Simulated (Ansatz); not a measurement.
C2H5AlO (`O/C=[CH]\[AlH2]`), relaxed with RKS PBE-D4/def2-SVP in Ansatz 0.2.0 from a rough embedded geometry. The force threshold is 0.03 eV/Å; the program also tests the step.

The species carries charge 0 and has multiplicity 1.

Start:

```xyz
9

O    -1.465   -0.742   -0.887
C    -1.262   -0.385    0.396
C    -0.104    0.132    0.796
Al    1.454    0.527   -0.250
H    -0.774   -0.713   -1.658
H    -2.088   -0.512    1.105
H    -0.051    0.468    1.872
H     1.507    0.115   -1.816
H     2.784    1.110    0.443
```

| step | energy (eV) | largest force (eV/Å) | largest move (Å) |
| --- | --- | --- | --- |
| 1 | -10783.9904 | 2.383 | 0.000 |
| 2 | -10784.3762 | 0.875 | 0.095 |
| 3 | -10784.4212 | 1.057 | 0.132 |
| 4 | -10784.4769 | 0.249 | 0.076 |
| 5 | -10784.4833 | 0.125 | 0.031 |
| 6 | -10784.4867 | 0.106 | 0.040 |
| 7 | -10784.4887 | 0.089 | 0.049 |
| 8 | -10784.4893 | 0.072 | 0.052 |
| 9 | -10784.4898 | 0.047 | 0.015 |
| 10 | -10784.4900 | 0.021 | 0.011 |

End:

```xyz
9

O    -1.455   -0.766   -0.924
C    -1.227   -0.372    0.343
C    -0.080    0.177    0.847
Al    1.487    0.498   -0.224
H    -0.641   -0.595   -1.453
H    -2.130   -0.555    0.957
H    -0.133    0.421    1.922
H     1.328    0.057   -1.774
H     2.851    1.136    0.306
```

Hardware: 2 threads of an Arm Neoverse V1 on a shared host. Wall time 16 s, peak host memory 0.12 GiB.
